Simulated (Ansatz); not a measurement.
Basis-set extrapolation for CH₅AlBNS, SMILES `C[NH][Al]1[BH][S]1` (PBE0-D4/def2-TZVP geometry, frozen core, Ansatz 0.2.0). Multiplicity 1, RHF reference.

```json
{"": "HF", "def2-TZVPP": "-759.463077", "def2-QZVPP": "-759.486468"}
{"": "MP2 correlation", "def2-TZVPP": "-0.724691", "def2-QZVPP": "-0.777693"}
{"": "CCSD(T) correlation", "def2-TZVPP": "-0.805420", "def2-QZVPP": "not run"}
```

Energies in hartree. Use E(X) = E(∞) + A·exp(−7.88·√X) for Hartree–Fock and E(X) = E(∞) + B·X^(−2.97) for correlation, with X = 3 and 4, and add CCSD(T) minus MP2 of the smaller set to the MP2 limit.

Question: What is the CCSD(T) energy at the basis-set limit?

Answer: HF limit: -759.486468 + (-0.023391) × 0.13774 = -759.48969. MP2 limit: -0.777693 + (-0.053002) × 0.74074 = -0.81695. Higher-order term: -0.805420 − (-0.724691) = -0.08073. Total: -760.38737 hartree, 3.23 eV below CCSD(T)/def2-TZVPP.
